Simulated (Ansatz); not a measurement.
`C[Si](C)(C)P` + H₂O → `C[Si](C)(O)P` + CH₄ at 500 K and 1 bar (formal hydrolysis of the Si–C bond).

Isolated molecules relaxed with PBE0-D4/def2-TZVP in Ansatz; ΔE leaves out vibrations. CBS: MP2 limit from def2 TZ/QZ plus the TZ coupled-cluster correction, frozen cores. This one scheme is used for every species. Each species was taken in one conformer, which may not be the lowest.

| species | CCSD(T)/CBS energy (Eh) | H − E (kJ/mol) | S (J/(mol·K)) |
| --- | --- | --- | --- |
| `C[Si](C)(C)P` | -750.84275 | 402.0 | 484.0 |
| H₂O | -76.37941 | 73.2 | 206.3 |
| `C[Si](C)(O)P` | -786.79678 | 339.0 | 474.1 |
| CH₄ | -40.46206 | 135.6 | 206.8 |

H − E and S are ideal-gas, rigid-rotor, harmonic terms from PBE0-D4/def2-TZVP, for one conformer and one mirror image of each species. 1 Eh = 2625.50 kJ/mol, R = 8.31446 J/(mol·K).

Question: By hand: ΔE, ΔH, ΔS and ΔG.

Answer: ΔE = (-786.79678) + (-40.46206) − (-750.84275) − (-76.37941) = -0.03668 Eh = -96.3 kJ/mol. Δ(H − E) = 339.0 + 135.6 − 402.0 − 73.2 = -0.6, so ΔH = -96.9 kJ/mol. ΔS = 474.1 + 206.8 − 484.0 − 206.3 = -9.4 J/(mol·K). ΔG = -96.9 − 500 × (-9.4)/1000 = -92.2 kJ/mol.

Question: By hand: the equilibrium constant, and the temperature at which ΔG would vanish if ΔH and ΔS stayed fixed.

Answer: log₁₀ K = −ΔG/(RT ln 10) = 9.6. ΔG = 0 at ΔH/ΔS = 10309 K, far beyond where these terms or the molecules hold.

The number of gas molecules stays the same, so ΔS is small and ΔH decides. A doubt of 5 kJ/mol in ΔE shifts log₁₀ K by 0.5 here. Other conformers and mirror images would add mixing entropy, several J/(mol·K) or more a flexible species. These are equilibria of isolated gas molecules and say nothing of rates. Largest T1 diagnostic: 0.012 (customary marks: 0.02 for closed shells, 0.045 for open ones).
